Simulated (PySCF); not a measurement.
Sn(OH)2(PH2)2 (H6O2P2Sn), SMILES [OH][Sn]([OH])([PH2])[PH2].

Geometry optimised at B3LYP-D3(BJ)/def2-SVP. The structure was generated by enumeration; whether it is a known compound was not checked. The def2 effective core potentials stand for the cores of Sn; spin–orbit coupling is left out. The values are those of a single conformer.

Two levels are set side by side: TDA-PBE/def2-SVPD (PySCF) and TDA-B3LYP/def2-SVPD (PySCF). Vertical, same geometry. The lowest singlet is HOMO−1→LUMO 85 % with PBE and HOMO→LUMO 77 %, HOMO→LUMO+1 14 % with the other functional; states are paired by order. Differences are taken from unrounded values.

| quantity | TDA-PBE |
|---|---|
| lowest singlet excitation (eV) | 4.53 |
| lowest triplet excitation (TDA) (eV) | 3.53 |
| first bright state (f over 0.05) (eV) | 4.81 |
| its oscillator strength | 0.26 |

**Question.** These are the TDA-PBE values. What does TDA-B3LYP give? (Estimate from the structure and the level; the computed values follow.)

**Answer.** 
```csv
quantity,TDA-B3LYP,TDA-PBE minus TDA-B3LYP
lowest singlet excitation (eV),5.17,-0.63
lowest triplet excitation (TDA) (eV),3.70,-0.17
first bright state (f over 0.05) (eV),5.17,-0.36
its oscillator strength,0.48,-0.22
```

Functionals without exact exchange tend to place singlet excitations lower, as here. Differences between two approximate levels are no errors against the true value.

Rough cost on one machine, each run with all the roots and properties that it gave: TDA-B3LYP against TDA-PBE about 3 times.
